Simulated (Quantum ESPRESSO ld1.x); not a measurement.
Species: Pb III. Configuration: [Hg]. All-electron calculation, Dirac Kohn-Sham, exchange-only B88, spin-unpolarised, spherical densities, point nucleus. Program: ld1.x of Quantum ESPRESSO 7.5.

Radial electron density D(r) = 4 pi r^2 rho(r):

r (bohr)   D(r) (e/bohr)
0.0009656          12.21
0.001319           18.98
0.001788           28.58
0.002423           41.88
0.003284           59.14
0.004451           79.46
0.00608            100.5
0.00824            115.8
0.01117            120.5
0.01514            114.0
0.02068            106.5
0.02802            115.4
0.03798            141.1
0.05147            153.7
0.06976            133.7
0.0953             123.4
0.1292             144.0
0.175              123.5
0.2372             83.19
0.3241             95.16
0.4392             81.04
0.5953             40.19
0.8068             26.18
1.093              18.90
1.494              9.205
2.024              3.569
2.744              1.036
3.718             0.1670
5.08            0.009755
6.885          0.0001614

D(r) has 4 maxima, at r = 0.0107, 0.0495, 0.138, 0.351 bohr, and minima at 0.0212, 0.0880, 0.251 bohr, inside which lie 2.03, 11.03, 30.11 electrons.
